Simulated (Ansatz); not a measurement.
Geometry optimisation, RKS PBE0-D4/def2-SVP (Ansatz).

Input file:

```yaml
crystal:
  periodic: [false, false, false]
  atoms:
    - { symbol: C, position_ang: [1.2519, -0.721, 1.5958] }
    - { symbol: C, position_ang: [1.3245, -0.6449, 0.0676] }
    - { symbol: O, position_ang: [2.113, -1.7318, -0.3388] }
    - { symbol: S, position_ang: [-0.1975, -0.8158, -0.7562] }
    - { symbol: Si, position_ang: [-1.1081, 1.1161, -0.6706] }
    - { symbol: "N", position_ang: [-2.5319, 1.0636, -1.5644] }
    - { symbol: H, position_ang: [2.2251, -0.6213, 2.0452] }
    - { symbol: H, position_ang: [0.799, -1.6005, 1.9224] }
    - { symbol: H, position_ang: [0.6159, 0.175, 2.015] }
    - { symbol: H, position_ang: [1.8316, 0.276, -0.2338] }
    - { symbol: H, position_ang: [1.5886, -2.2124, -0.9517] }
    - { symbol: H, position_ang: [-1.4768, 1.4441, 0.7528] }
    - { symbol: H, position_ang: [-0.2573, 2.1644, -1.2458] }
    - { symbol: H, position_ang: [-3.148, 1.855, -1.3233] }
    - { symbol: H, position_ang: [-3.0521, 0.2027, -1.2848] }
basis:
  gaussian: { orbitals: def2-SVP }
hamiltonian:
  xc: pbe0
  dispersion: d4
relax:
  f_tol: 0.015
  max_steps: 40
```

Run as:

```bash
$ ansatz run input.yaml --threads 2 --pin off --max-ram 3072MiB --backend cpu --events-out ev --progress --plain --runs-dir out
```

Where does it end, and by what steps?

The run converged. After 21 steps the energy has fallen by 0.802 eV; H15 moved furthest, 1.14 Å.

| step | energy less start (eV) | largest force component (eV/Å) | accepted |
| --- | --- | --- | --- |
| 0 | 0.0000 | 4.023 | yes |
| 1 | -0.4479 | 1.245 | yes |
| 2 | -0.5578 | 0.692 | yes |
| 3 | -0.6003 | 0.467 | yes |
| 4 | -0.6273 | 1.506 | yes |
| 5 | -0.6569 | 1.160 | yes |
| 6 | -0.7129 | 0.587 | yes |
| 7 | -0.7443 | 0.363 | yes |
| 8 | -0.7707 | 0.116 | yes |
| 9 | -0.7758 | 0.195 | yes |
| 10 | -0.7829 | 0.204 | yes |
| 11 | -0.7804 | 0.572 | no |
| 12 | -0.7872 | 0.116 | yes |
| 13 | -0.7941 | 0.072 | yes |
| 14 | -0.7757 | 1.272 | no |
| 15 | -0.7979 | 0.061 | yes |
| 16 | -0.7988 | 0.290 | yes |
| 17 | -0.7942 | 0.233 | no |
| 18 | -0.8005 | 0.096 | yes |
| 19 | -0.8003 | 0.086 | no |
| 20 | -0.8015 | 0.025 | yes |
| 21 | -0.8017 | 0.013 | yes |

```xyz
15
Properties=species:S:1:pos:R:3
C 1.041 -0.943 1.685
C 1.268 -0.671 0.219
O 2.229 -1.554 -0.248
S -0.313 -0.900 -0.757
Si -1.004 1.139 -0.877
N -2.715 1.255 -1.029
H 1.991 -0.834 2.230
H 0.671 -1.969 1.822
H 0.307 -0.240 2.102
H 1.579 0.383 0.075
H 2.333 -1.408 -1.196
H -0.525 1.801 0.376
H -0.438 1.849 -2.064
H -3.126 1.238 -1.956
H -3.320 0.802 -0.354
```

Run time: 64 s on 2 threads of Intel(R) Xeon(R) 6975P-C (Granite Rapids), on a shared host, peak memory 0.38 GiB.
